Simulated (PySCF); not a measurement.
Computed magnetic data of one metal complex (SC-NEVPT2 in the d shell, PySCF, with spin-orbit coupling):

```
T / K  χT / cm³ K mol⁻¹  μeff / μB
    2             0.303       1.56
    5             0.748       2.44
   10             1.250       3.16
   20             1.585       3.56
   30             1.717       3.71
   50             1.872       3.87
   75             1.989       3.99
  100             2.070       4.07
  150             2.193       4.19
  200             2.302       4.29
  250             2.409       4.39
  300             2.510       4.48
```

Powder magnetisation at 2 K: 0.14 μB at 0.5 T, 0.27 μB at 1 T, 0.53 μB at 2 T, 0.77 μB at 3 T, 1.17 μB at 5 T, 1.48 μB at 7 T.

Task: Which of these complexes, all computed at model or optimised geometries, gave the data?
A. [Fe(H2O)5]2+ (d6, trigonal bipyramidal)
B. [Mn(OH)6]3- (d4, octahedral)
C. CrCl2 (d4, linear)
D. [CrF5]3- (d4, square pyramidal)

Result: C. CrCl2 (d4, linear) has NEVPT2: 2S+1 = 5, 4.48 μB at 300 K, 3.16 μB at 10 K, 1.48 μB at 7 T. The others: [Fe(H2O)5]2+ (d6, trigonal bipyramidal) has NEVPT2: 2S+1 = 5, 5.14 μB at 300 K, 4.93 μB at 10 K, 3.39 μB at 7 T; [Mn(OH)6]3- (d4, octahedral) has NEVPT2: 2S+1 = 5, 4.88 μB at 300 K, 4.75 μB at 10 K, 3.32 μB at 7 T; [CrF5]3- (d4, square pyramidal) has NEVPT2: 2S+1 = 5, 4.88 μB at 300 K, 4.83 μB at 10 K, 3.73 μB at 7 T.
